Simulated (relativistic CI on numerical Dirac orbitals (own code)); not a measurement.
**Cd4+: M2,3 absorption edge**

Computed with this model: Dirac-Coulomb-Breit CI, separate exchange-only KLI orbitals for each configuration, QED by a radiative potential, multiplet model of core-to-valence dipole absorption, unscaled Slater integrals; configurations [Kr] 4d8 → [Ne] 3s2 3p5 3d10 4s2 4p6 4d9; 300 K; Lorentzian 3 eV and Gaussian 0.4 eV FWHM. Energies are those of the free ion, without screening or charge transfer. The branching ratio is the share of the lower-energy edge in the whole absorption, uncertain by about 0.02 where the edges overlap. S is read from ⟨S²⟩ = S(S + 1).

Field parameters in Wybourne normalisation: Oh B⁴₀ = 21Dq, B⁴₄ = √(5/14) B⁴₀. The field is a parameter set, without covalency.

Computed curve for Oh, 10Dq = 25500 cm⁻¹, scaled to 100 at the maximum (points under 2 are left out and the grid is thinned):

(Energy (eV), Intensity): (605.5, 2.1), (606.0, 2.3), (606.5, 2.5), (607.0, 2.8), (608.0, 3.5), (608.5, 4.0), (609.0, 4.5), (609.5, 5.2), (610.0, 6.0), (610.5, 7.0), (611.0, 8.3), (611.5, 10.0), (612.5, 15.3), (613.0, 19.5), (613.5, 25.6), (614.0, 34.6), (614.5, 47.6), (615.0, 65.5), (615.5, 86.0), (616.5, 98.4), (617.0, 83.0), (617.5, 63.4), (618.0, 46.6), (618.5, 34.4), (619.0, 25.9), (619.5, 20.0), (620.5, 12.6), (621.0, 10.3), (621.5, 8.5), (622.0, 7.2), (622.5, 6.1), (623.0, 5.3), (623.5, 4.6), (624.0, 4.0), (625.0, 3.2), (625.5, 2.9), (626.0, 2.6), (626.5, 2.4), (627.0, 2.2), (627.5, 2.0), (646.0, 2.2), (647.0, 3.1), (647.5, 3.8), (648.0, 4.7), (648.5, 6.0), (649.0, 7.9), (649.5, 10.7), (650.0, 14.8), (651.0, 25.4), (651.5, 27.3), (652.0, 24.3), (652.5, 18.7), (653.0, 13.6), (653.5, 9.9), (654.0, 7.3), (654.5, 5.6), (655.5, 3.5), (656.0, 2.9), (656.5, 2.4), (657.0, 2.0)

The ground state has S = 1.00, and the centroid lies at 623.45 eV.
